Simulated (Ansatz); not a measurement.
The cluster PdAu2. Charge 0, multiplicity 1. Geometry PBE-D4/def2-TZVP, that of the neutral singlet.

```xyz
3

Pd    1.349   -0.092    0.639
Au   -0.641   -1.273   -0.580
Au   -0.708    1.364   -0.059
```

In the def2 sets Au, Pd take a core potential; there is no spin–orbit coupling. The structure comes from a short search, and lower isomers may exist.

**Question.** Estimate the orbital energies around the gap (eV) in Ansatz with PBE-D4/def2-TZVP, r2SCAN-D4/def2-TZVP, PBE0-D4/def2-TZVP.

**Answer.** 
| orbital | PBE-D4/def2-TZVP | r2SCAN-D4/def2-TZVP | PBE0-D4/def2-TZVP |
| --- | --- | --- | --- |
| HOMO−5 | -6.31 | -6.51 | -7.42 |
| HOMO−4 | -5.19 | -5.28 | -6.32 |
| HOMO−3 | -5.13 | -5.15 | -6.13 |
| HOMO−2 | -4.96 | -5.03 | -6.13 |
| HOMO−1 | -4.93 | -5.01 | -5.96 |
| HOMO | -4.79 | -4.85 | -5.91 |
| LUMO | -4.07 | -3.91 | -3.20 |
| LUMO+1 | -3.13 | -2.83 | -2.10 |
| LUMO+2 | -1.25 | -0.96 | -0.60 |
| LUMO+3 | -0.79 | -0.38 | -0.07 |
| LUMO+4 | -0.31 | 0.04 | 0.39 |
| LUMO+5 | -0.30 | 0.06 | 0.48 |
| β HOMO | -4.79 | -4.85 | -5.91 |
| β LUMO | -4.07 | -3.91 | -3.20 |
